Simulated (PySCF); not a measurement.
C3H8O2Si. Atoms are numbered in the order given.

```xyz
14

O      2.6522    -0.0484     0.5283
C      1.7349     0.0889    -0.5643
Si     0.0084     0.4846     0.1260
C     -1.0583    -0.9306     0.8220
O     -2.1247    -0.6040    -0.1048
C     -1.5607     0.4173    -0.9615
H      2.7455     0.8233     0.9425
H      2.0817     0.8313    -1.3121
H      1.7195    -0.8841    -1.0817
H      0.1641     1.6850     1.0015
H     -0.6793    -1.9566     0.6532
H     -1.4146    -0.8674     1.8647
H     -2.2181     1.3037    -1.0008
H     -1.4313     0.0459    -1.9965
```
Charge 0, spin multiplicity 1.

Geometry: TPSSh-D3(BJ)/def2-SVP. A frequency run showed that this geometry is not a minimum. The structure was generated by enumeration, and PubChem lists no compound with its InChIKey, so it may never have been made. Other conformers were not sampled.

Calculation: SMD-B3LYP/def2-SVP in PySCF.

Solvation free energies are E(SMD) − E(gas) at the gas-phase geometry, for 1 M in both phases. In vacuum the dipole moment is 2.35 D.

| solvent | ΔG(solv) (kcal/mol) | its non-electrostatic (CDS) part | dipole (D) |
|---|---|---|---|
| water | -6.4 | 4.0 | 3.18 |
| 2-propanol | -7.4 | 1.0 | 3.05 |
| acetonitrile | … | … | … |

**Question.** What belongs in the gaps? (An estimate is asked for; the answer gives what the named calculation found.)

**Answer.** 
- acetonitrile, ΔG(solv) (kcal/mol): -5.6
- acetonitrile, its non-electrostatic (CDS) part: 0.0
- acetonitrile, dipole (D): 2.90
